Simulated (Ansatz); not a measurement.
Coupled-cluster diagnostics for ZnMeCl (CH₃ClZn), Ansatz.

Geometry of the singlet (B3LYP-D4/def2-TZVP):

```xyz
6

Zn    0.6601   -0.9119   -0.0114
C    -0.4760    0.6591    0.0097
H    -0.1786    1.3269    0.8184
H    -1.5158    0.3672    0.1586
H    -0.3928    1.1937   -0.9368
Cl    1.9030   -2.6349   -0.0385
```

Correlated methods freeze 15 core orbitals.

(1) Estimate the CCSD(T) correlation energy, the shares of MP2 and (T), T1 and the reference's ⟨S²⟩ for: charge 0, singlet, own geometry in def2-TZVPP; charge 1, doublet, vertical in def2-TZVPP; and the rough time on 4 threads of AMD EPYC 7B13 on a shared host.

Results:

(1) 
| state | basis | correlation (eV) | MP2 share (%) | (T) share (%) | T1 | ⟨S²⟩ (pure) | wall time |
| --- | --- | --- | --- | --- | --- | --- | --- |
| charge 0, singlet, own geometry | def2-TZVPP | -24.196 | 98.6 | 3.4 | 0.013 | 0.00 (0.00) | 18 s |
| charge 1, doublet, vertical | def2-TZVPP | -22.963 | 97.7 | 3.3 | 0.023 | 0.76 (0.75) | 3.5 min |
Customary marks for T1 are 0.02 (closed shells), 0.045 (open shells) and about 0.05 (3d metals). T1 exceeds 0.02 in 1 of 2 rows and 0.045 in 0; the higher it lies, the less the single-reference result can be trusted.
